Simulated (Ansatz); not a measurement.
Calculated with Ansatz (gas phase, PBE0-D4/def2-TZVP geometries, no zero-point term in ΔE). CCSD(T)/CBS is the MP2 limit (def2-TZVPP, def2-QZVPP) plus CCSD(T) − MP2 in def2-TZVPP, frozen cores. This one scheme is used for every species. Functionals use def2-TZVPP. B3LYP here is the variant with VWN-RPA as its local correlation; programs differ in this. For Se outer-core shells are correlated without core-valence functions, which leaves a few kJ/mol of doubt a bond. Scalar relativity is left out up to krypton. One conformer a species, not always the lowest.

`NB[SeH]` + `C=[N][AlH2]` → `[AlH2]/[N]=C\[SeH]` + `BN`  (formal exchange of groups at the Se–B bond)

`NB[SeH]`:

Cartesian coordinates in Å:
```
N -1.183 -0.284 0.015
B 0.204 -0.233 -0.031
Se 1.132 1.483 0.109
H -1.684 -1.153 -0.055
H -1.780 0.519 0.118
H 0.838 -1.235 -0.156
H 2.472 0.902 0.000
```

`C=[N][AlH2]`:

Cartesian coordinates in Å:
```
C -0.180 -0.714 -1.303
N -0.030 -0.120 -0.222
Al 0.180 0.713 1.300
H 0.269 -0.356 -2.242
H -0.772 -1.638 -1.393
H 1.417 0.295 2.188
H -0.885 1.820 1.670
```

`[AlH2]/[N]=C\[SeH]`:

Cartesian coordinates in Å:
```
Al 0.067 -0.139 -2.035
N -0.153 0.118 -0.315
C -0.267 0.263 0.904
Se 0.857 -0.640 2.190
H -0.759 -1.306 -2.705
H 1.058 0.831 -2.791
H -1.007 0.911 1.390
H 0.204 -0.039 3.361
```

`BN`:

```xyz
6

B     0.595    0.291   -0.164
N    -0.612   -0.300    0.168
H     1.191   -0.104   -1.124
H     1.013    1.182    0.519
H    -1.165   -0.018    0.960
H    -1.022   -1.052   -0.360
```

| level | ΔE (kcal/mol) | difference from CCSD(T)/CBS |
| --- | --- | --- |
| B3LYP-D4 | 13.6 | -2.9 |
| r2SCANh-D4 | 14.9 | -1.6 |
| CAM-B3LYP-D4 | 15.0 | -1.5 |
| ωB97M-V | 16.0 | -0.5 |
| BLYP | 12.1 | -4.4 |
| BHLYP | 16.0 | -0.5 |
| RPA@PBE/def2-TZVPP | 15.3 | -1.2 |
| CCSD/def2-SVP | 18.2 | 1.7 |
| CCSD(T)/def2-SVP | 17.4 | 0.9 |
| MP2/def2-QZVPP | 15.7 | -0.8 |
| CCSD(T)/CBS | 16.5 | 0 |

Largest T1 diagnostic among the species: 0.015.

Leaving LDA and LC-ωPBE aside and taking each functional with its dispersion term where it has one, the values, not all of them listed here, spread over 4.6 kcal/mol, from BLYP-D4 to PBE-QIDH. From PBE to PBE0 (25 % exact exchange), in def2-TZVPP and without D4, ΔE moves by +2.0 kcal/mol. In def2-TZVPP, CCSD(T) changes the Hartree–Fock value by −1.9 kcal/mol (the triples alone add −0.8 kcal/mol) and MP2 by −2.4 kcal/mol.
